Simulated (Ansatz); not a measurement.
The cluster Al₂P₂⁻. The state is a doublet with charge -1. Geometry relaxed at B3LYP-D4/def2-TZVPD.

Cartesian coordinates in Å:
```
Al 0.072 1.181 1.729
Al -0.352 -1.571 -1.341
P -0.841 0.639 -0.456
P 1.121 -0.249 0.068
```

The structure comes from a short search, and lower isomers may exist.

(1) Estimate the harmonic wavenumbers at UKS B3LYP-D4/def2-TZVPD (Ansatz, unscaled). Is this a minimum?

Results:

(1) 74, 199, 248, 310, 400, 471 cm⁻¹. Yes, no mode is imaginary beyond noise. Zero-point energy 10.2 kJ/mol. It took 3.9 min on 2 threads of AMD EPYC 7R43 on a shared host, peak host memory 0.6 GiB.
